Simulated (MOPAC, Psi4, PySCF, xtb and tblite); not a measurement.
Relaxed torsion scan: SMILES N#Cc1ccc([SiH3])s1. Scanned: dihedral S8–C6–Si7–H11; all other coordinates were relaxed at GFN2-xTB. Heavy atoms are numbered in the order of the SMILES N#Cc1ccc([SiH3])s1, hydrogens after them in the order of the atoms that carry them; the mirror image has the same energies with the sign of each dihedral reversed.

- GFN2-xTB (xtb and tblite)
- RKS-B3LYP/6-311+G** = restricted B3LYP/6-311+G**, spherical d, density fitting // GFN2-xTB run with PySCF
- PM3, restricted, heats of formation // GFN2-xTB (MOPAC)
- MP2/cc-pVTZ = DF-MP2 (frozen core)/cc-pVTZ // GFN2-xTB (Psi4)

Energies relative to the lowest point of each profile, in kcal/mol; the last columns give the difference from MP2:

| φ / ° | GFN2-xTB | RKS-B3LYP/6-311+G** | PM3 | MP2/cc-pVTZ | GFN2-xTB − MP2/cc-pVTZ | RKS-B3LYP/6-311+G** − MP2/cc-pVTZ | PM3 − MP2/cc-pVTZ |
|---|---|---|---|---|---|---|---|
| 0 | 0.23 | 0.24 | 0.00 | 0.11 | 0.12 | 0.13 | -0.11 |
| 10 | 0.21 | 0.22 | 0.01 | 0.10 | 0.12 | 0.12 | -0.09 |
| 20 | 0.17 | 0.17 | 0.04 | 0.07 | 0.10 | 0.10 | -0.03 |
| 30 | 0.12 | 0.10 | 0.08 | 0.04 | 0.08 | 0.06 | 0.04 |
| 40 | 0.06 | 0.05 | 0.11 | 0.02 | 0.04 | 0.03 | 0.09 |
| 50 | 0.02 | 0.01 | 0.14 | 0.00 | 0.01 | 0.01 | 0.13 |
| 60 | 0.00 | 0.00 | 0.15 | 0.00 | 0.00 | 0.00 | 0.15 |
| 70 | 0.02 | 0.01 | 0.14 | 0.00 | 0.01 | 0.01 | 0.13 |
| 80 | 0.06 | 0.05 | 0.11 | 0.01 | 0.05 | 0.03 | 0.09 |
| 90 | 0.12 | 0.10 | 0.08 | 0.04 | 0.08 | 0.06 | 0.04 |
| 100 | 0.17 | 0.17 | 0.04 | 0.07 | 0.10 | 0.09 | -0.03 |
| 110 | 0.21 | 0.22 | 0.01 | 0.10 | 0.12 | 0.12 | -0.09 |

GFN2-xTB is furthest from MP2/cc-pVTZ at 0 (0.12 kcal/mol, above); its mean absolute difference over the points is 0.07 kcal/mol.

RKS-B3LYP/6-311+G** is furthest from MP2/cc-pVTZ at 0 (0.13 kcal/mol, above); its mean absolute difference over the points is 0.06 kcal/mol.

PM3 is furthest from MP2/cc-pVTZ at 60 (0.15 kcal/mol, above); its mean absolute difference over the points is 0.08 kcal/mol.
